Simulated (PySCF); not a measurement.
$^{33}$S chemical shifts

- geometry from GFN2-xTB
- σ from GIAO-PBE0/pcSseg-1
- run in PySCF 2.14.0 with density-fitted response routines
- no relativistic terms, no solvent model, averaged over atoms made equivalent by symmetry, fast rotation or ring inversion, single conformer

Shieldings were converted by a linear fit to measured shifts: $^{33}$S (scatter 33.3 ppm rms vs sulfate, solution or neat liquid). A few per cent of atoms miss by over 2 rms, more outside the fitted compound classes.

**Question.** Give the $^{33}$S shifts of `CSc1ccc(S(=O)(=O)Cl)s1`, `Cc1cccc(S(=O)(=O)Cl)c1`, `CSc1csc(S(=O)(=O)Cl)c1`, `O=S(=O)(Cl)Cc1ccccc1`, `Cc1ccc(S(=O)(=O)Cl)cc1`, `C=C[P@](C)(=S)CSC`, `Cc1cpcs1`.

**Answer.** 
```
                                                                compound                environment  δ (ppm)
[CH3:1][S:2][c:3]1[cH:4][cH:5][c:6]([S:7](=[O:8])(=[O:9])[Cl:10])[s:11]1        S7: sulfonyl sulfur      -25
[CH3:1][S:2][c:3]1[cH:4][cH:5][c:6]([S:7](=[O:8])(=[O:9])[Cl:10])[s:11]1  S11: aromatic ring sulfur      -89
[CH3:1][S:2][c:3]1[cH:4][cH:5][c:6]([S:7](=[O:8])(=[O:9])[Cl:10])[s:11]1         S2: sulfide sulfur     -276
                                                  Cc1cccc(S(=O)(=O)Cl)c1            sulfonyl sulfur       -7
[CH3:1][S:2][c:3]1[cH:4][s:5][c:6]([S:7](=[O:8])(=[O:9])[Cl:10])[cH:11]1        S7: sulfonyl sulfur      -26
[CH3:1][S:2][c:3]1[cH:4][s:5][c:6]([S:7](=[O:8])(=[O:9])[Cl:10])[cH:11]1   S5: aromatic ring sulfur      -84
[CH3:1][S:2][c:3]1[cH:4][s:5][c:6]([S:7](=[O:8])(=[O:9])[Cl:10])[cH:11]1         S2: sulfide sulfur     -294
                                                    O=S(=O)(Cl)Cc1ccccc1            sulfonyl sulfur        8
                                                  Cc1ccc(S(=O)(=O)Cl)cc1            sulfonyl sulfur       -8
                [CH2:1]=[CH:2][P@:3]([CH3:4])(=[S:5])[CH2:6][S:7][CH3:8]         S7: sulfide sulfur     -359
                [CH2:1]=[CH:2][P@:3]([CH3:4])(=[S:5])[CH2:6][S:7][CH3:8]     S5: sulfur bonded to P     -549
                                                                Cc1cpcs1       aromatic ring sulfur        2
```

**Question.** Order these by $^{33}$S shift, lowest first.
A. CSc1pcpc(C)p1
B. Cc1cscp1
C. C[SiH2]c1ccc(S)o1

**Answer.** C (-347 ppm, thiol sulfur), A (-190 ppm, sulfide sulfur), B (-11 ppm, aromatic ring sulfur).
